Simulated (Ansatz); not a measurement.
Molecule: YO (charge 0, doublet). The spin state was set by rule; other spins were not relaxed. SMILES: [O]=[Y]
Geometry: optimised at B3LYP-D3(BJ)/def2-TZVP (Ansatz, a program for electronic structure).

Wanted: vertical electron affinity (to the singlet state of charge -1; a negative value means that the extra electron is unbound and the number depends on the basis; each state is the SCF solution reached for its spin; for the singlet the Hartree-Fock reference is unstable and T1 is 0.031), in eV. Cores are frozen in the correlated levels unless marked. Open shells are spin-unrestricted. No spin-orbit coupling. The frozen core is the preceding noble-gas configuration, with the filled d and f shells of earlier blocks. Past Kr the def2 sets carry scalar-relativistic core potentials. Anions need diffuse functions: def2-D sets add few. CBS marks a two-point X^-3 extrapolation of the correlation energy; Hartree-Fock from the larger set.

```
level                              program  vertical electron affinity (eV)
---------------------------------  -------  -------------------------------
PBE/def2-TZVPD                      Ansatz                             1.17
r2SCAN/def2-TZVPD                   Ansatz                             1.04
wB97M-V/def2-TZVPD                  Ansatz                             1.27
wB97X-V/def2-TZVPD                  Ansatz                             1.16
CCSD/def2-TZVPPD                    Ansatz                             1.21
CCSD/def2-QZVPPD                    Ansatz                             1.25
CCSD/CBS(def2-TZVPPD,def2-QZVPPD)   Ansatz                             1.24
CCSD(T)/def2-SVPD                   Ansatz                             1.21
CCSD(T)/def2-QZVPPD                 Ansatz                             1.27
```
